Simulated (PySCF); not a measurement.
## Calculated data, AlB2H4O, AlBFH2O, AlBH3O2

All values are calculated (PySCF 2.14.0). Calculation on a computer-drawn molecule: the log of a Hartree-Fock and frozen-core CCSD(T) single point meant for a local Hartree-Fock minimum, with one planted fault or none, to be diagnosed. Offsets are logged minus clean, where the clean run is the same molecule without the fault. The reference is restricted for singlets and unrestricted otherwise, and also for a bond in bohr or an excited solution. Adding or removing an electron swaps singlet and doublet. The excited solution moves the top pair (singlet) or top alpha electron (doublet) to the lowest empty orbital. Highest occupied and lowest empty are orbital energies over both spins, largest force is the largest gradient component, triples share is (T) over the correlation energy, the T1 limit is 0.02 restricted and 0.045 unrestricted, electrons count all cores, a negative frequency is imaginary (commonest isotopes), and the dipole is about the centre of nuclear charge.

Common to all runs: meant charge 1; meant multiplicity 1; meant basis cc-pV(D+d)Z; logged SCF converged yes; possible faults no fault, one electron removed, one electron added, multiplicity raised by two, geometry at a saddle point, SCF held on an excited solution, minimal basis STO-3G, one bond length entered in bohr, all coordinates scaled.

(1) 
```xyz
8
formula=AlB2H4O logged_electrons=34 logged_basis_functions=85 logged_spin_squared=0 logged_highest_occupied=-16.787 logged_lowest_empty=-5.3268 logged_largest_force=0.064809 logged_T1_diagnostic=0.013601 logged_D1_diagnostic=0.039382 logged_triples_share=0.020877 logged_CC_converged=yes logged_dipole_magnitude=3.849 logged_SCF_stable_within_its_kind=yes logged_energy_HF=-368.22516 logged_energy_CCSD(T)=-368.64523 planted_fault=all_coordinates_scaled,by_-7.7_% HF_energy_offset_from_clean_run=32.11 CCSD(T)_energy_offset_from_clean_run=38.43
B     -1.6044    -3.1365     0.3783
O     -1.0017    -2.2960    -0.3794
Al    -0.2968    -1.3132    -1.2601
B      0.6507     0.0070    -2.4404
H     -2.5638    -2.8296     0.8208
H     -1.1256    -4.1137     0.5403
H      0.4299    -0.0406    -3.5123
H      1.3379     0.7046    -1.9493
```

Units: logged_highest_occupied, logged_lowest_empty in eV; logged_largest_force in hartree/bohr; logged_dipole_magnitude in debye; logged_energy_HF, logged_energy_CCSD(T) in hartree; HF_energy_offset_from_clean_run, CCSD(T)_energy_offset_from_clean_run in kcal/mol.

Drawn bonds:
```tsv
atom	other atom	order
1	2	1
2	3	1
3	4	1
1	5	1
1	6	1
4	7	1
4	8	1
```

(2) 
```xyz
6
formula=AlBFH2O logged_electrons=36 logged_basis_functions=75 logged_spin_squared=1.0132 logged_highest_occupied=-17.44 logged_lowest_empty=-7.3358 logged_largest_force=0.024677 logged_T1_diagnostic=0.031835 logged_D1_diagnostic=0.14891 logged_triples_share=0.022076 logged_CC_converged=yes logged_dipole_magnitude=0.33526 logged_SCF_stable_within_its_kind=yes logged_energy_HF=-441.83367 logged_energy_CCSD(T)=-442.32294 planted_fault=one_bond_length_entered_in_bohr,row_2_of_the_drawn_bonds HF_energy_offset_from_clean_run=57.72 CCSD(T)_energy_offset_from_clean_run=78.09
B     -3.0198     0.0744     0.6308
O     -2.2791     0.7903    -0.3309
Al    -0.6941     2.3219    -2.3881
F      0.1470     3.1346    -3.4794
H     -2.5480    -0.0058     1.7182
H     -4.0539    -0.3887     0.2733
```

Units: logged_highest_occupied, logged_lowest_empty in eV; logged_largest_force in hartree/bohr; logged_dipole_magnitude in debye; logged_energy_HF, logged_energy_CCSD(T) in hartree; HF_energy_offset_from_clean_run, CCSD(T)_energy_offset_from_clean_run in kcal/mol.

Drawn bonds:
```tsv
atom	other atom	order
1	2	1
2	3	1
3	4	1
1	5	1
1	6	1
```

(3) 
```xyz
6
formula=AlBFH2O logged_electrons=36 logged_basis_functions=75 logged_spin_squared=0 logged_highest_occupied=-11.122 logged_lowest_empty=-13.862 logged_largest_force=0.25398 logged_CC_converged=no logged_dipole_magnitude=15.937 logged_SCF_stable_within_its_kind=no logged_energy_HF=-441.3595 planted_fault=SCF_held_on_an_excited_solution HF_energy_offset_from_clean_run=355.3
B     -3.0198     0.0744     0.6308
O     -2.2791     0.7903    -0.3309
Al    -1.4404     1.6008    -1.4195
F     -0.5993     2.4135    -2.5109
H     -2.5480    -0.0058     1.7182
H     -4.0539    -0.3887     0.2733
```

Units: logged_highest_occupied, logged_lowest_empty in eV; logged_largest_force in hartree/bohr; logged_dipole_magnitude in debye; logged_energy_HF in hartree; HF_energy_offset_from_clean_run in kcal/mol.

Drawn bonds:
```tsv
atom	other atom	order
1	2	1
2	3	1
3	4	1
1	5	1
1	6	1
```

Notes: CCSD not converged.

(4) 
```xyz
7
formula=AlBH3O2 logged_electrons=36 logged_basis_functions=80 logged_spin_squared=0 logged_highest_occupied=-10.342 logged_lowest_empty=-12.815 logged_largest_force=0.27773 logged_CC_converged=no logged_dipole_magnitude=7.8221 logged_SCF_stable_within_its_kind=no logged_energy_HF=-417.3647 planted_fault=SCF_held_on_an_excited_solution HF_energy_offset_from_clean_run=363.3
B     -2.0996     1.1635     1.1878
O     -0.8428     0.5937     0.9562
Al     0.5976    -0.0594     0.6911
O      2.0217    -0.7049     0.4287
H     -2.1261     2.2088     1.7554
H     -3.0493     0.5607     0.8001
H      2.8694    -1.0892     0.2728
```

Units: logged_highest_occupied, logged_lowest_empty in eV; logged_largest_force in hartree/bohr; logged_dipole_magnitude in debye; logged_energy_HF in hartree; HF_energy_offset_from_clean_run in kcal/mol.

Drawn bonds:
```tsv
atom	other atom	order
1	2	1
2	3	1
3	4	1
1	5	1
1	6	1
4	7	1
```

Notes: CCSD not converged.

(5) 
```xyz
7
formula=AlBH3O2 logged_electrons=36 logged_basis_functions=80 logged_spin_squared=0.6717 logged_highest_occupied=-13.974 logged_lowest_empty=-5.1551 logged_largest_force=0.022264 logged_T1_diagnostic=0.062768 logged_D1_diagnostic=0.27924 logged_triples_share=0.026826 logged_CC_converged=yes logged_dipole_magnitude=3.4173 logged_SCF_stable_within_its_kind=yes logged_energy_HF=-417.81629 logged_energy_CCSD(T)=-418.3408 planted_fault=one_bond_length_entered_in_bohr,row_4_of_the_drawn_bonds HF_energy_offset_from_clean_run=79.92 CCSD(T)_energy_offset_from_clean_run=78.87
B     -2.0996     1.1635     1.1878
O     -0.8428     0.5937     0.9562
Al     0.5976    -0.0594     0.6911
O      2.0217    -0.7049     0.4287
H     -2.1498     3.1388     2.2604
H     -3.0493     0.5607     0.8001
H      2.8694    -1.0892     0.2728
```

Units: logged_highest_occupied, logged_lowest_empty in eV; logged_largest_force in hartree/bohr; logged_dipole_magnitude in debye; logged_energy_HF, logged_energy_CCSD(T) in hartree; HF_energy_offset_from_clean_run, CCSD(T)_energy_offset_from_clean_run in kcal/mol.

Drawn bonds:
```tsv
atom	other atom	order
1	2	1
2	3	1
3	4	1
1	5	1
1	6	1
4	7	1
```

Notes: T1 above single-reference limit.
